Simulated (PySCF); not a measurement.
Two probes of the same atoms: core binding energy and nuclear shielding

H11NSi4.
Numbering: `[SiH3:1][SiH2:2][N:3]([SiH3:4])[SiH3:5]`

Binding energies: PySCF, delta-SCF UKS SCAN, pcX-2 on the ionised atom, pcseg-1 elsewhere, spin-free X2C. Shieldings: GIAO PBE0/pcSseg-1, non-relativistic, same geometry.

```json
{"atom": "Si1", "Si 1s (eV)": "1846.10"}
{"atom": "Si2", "Si 1s (eV)": "1846.65"}
{"atom": "Si4", "Si 1s (eV)": "1846.99"}
```

Q: What are the absolute isotropic shieldings of these atoms?

A: 
| atom | environment | Si 1s (eV) | isotropic shielding (ppm) |
| --- | --- | --- | --- |
| Si1 | SiH3 silicon | 1846.10 | 462.4 |
| Si2 | SiH2 silicon | 1846.65 | 384.9 |
| Si4 | SiH3 silicon | 1846.99 | 395.0 |

Q: Among the listed atoms, is the one with the highest binding energy also the least shielded?

A: No. The highest binding energy is at Si4 (1846.99 eV, shielding 395.0 ppm), the lowest shielding at Si2 (384.9 ppm, 1846.65 eV).

By binding energy: Si1 < Si2 < Si4. By shielding: Si2 < Si4 < Si1.

Of atoms equivalent by bonding only the ionised one is listed; its partners' own values can differ in this conformer. The structure is a single PBE0-D3(BJ)/def2-SVP conformer in the gas phase; no vibrational or solvent corrections.

Conformer computed: `[SiH3:1][SiH2:2][N:3]([SiH3:4])[SiH3:5]`: Si1–Si2–N3–Si4 71°.
